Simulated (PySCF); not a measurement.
**LiCa: one state, many levels of theory**

State: ²Σ⁺ (doublet), unpaired electrons σ ↑. Set-up: Li def2-TZVP, Ca def2-TZVP; no relativity (PySCF 2.14). De refers to Li + Ca in their ground configurations, without counterpoise correction. The functionals are run spin-unrestricted. A positive dipole means Li(−)Ca(+). Levels whose curve was spin-contaminated or gave no clean fit are not listed.

```json
{"Level": "LDA", "Re (Å)": "3.358", "ωe (cm⁻¹)": "204", "De (eV)": "0.469", "μ (D)": "-0.57"}
{"Level": "PBE", "Re (Å)": "3.411", "ωe (cm⁻¹)": "198", "De (eV)": "0.405", "μ (D)": "-0.34"}
{"Level": "revPBE", "Re (Å)": "3.437", "ωe (cm⁻¹)": "196", "De (eV)": "0.383", "μ (D)": "-0.29"}
{"Level": "r²SCAN", "Re (Å)": "3.435", "ωe (cm⁻¹)": "200", "De (eV)": "0.457", "μ (D)": "-0.88"}
{"Level": "M06-L", "Re (Å)": "3.475", "ωe (cm⁻¹)": "187", "De (eV)": "0.377", "μ (D)": "-0.91"}
{"Level": "PBE0", "Re (Å)": "3.423", "ωe (cm⁻¹)": "199", "De (eV)": "0.376", "μ (D)": "-0.64"}
```

The bond length runs from 3.358 Å (LDA) to 3.475 Å (M06-L). De spans 0.38 eV (PBE0, global hybrid GGA) to 0.47 eV (LDA, local density).

The state is the lowest determinant that a PBE0 search found; another state may lie lower at other levels.
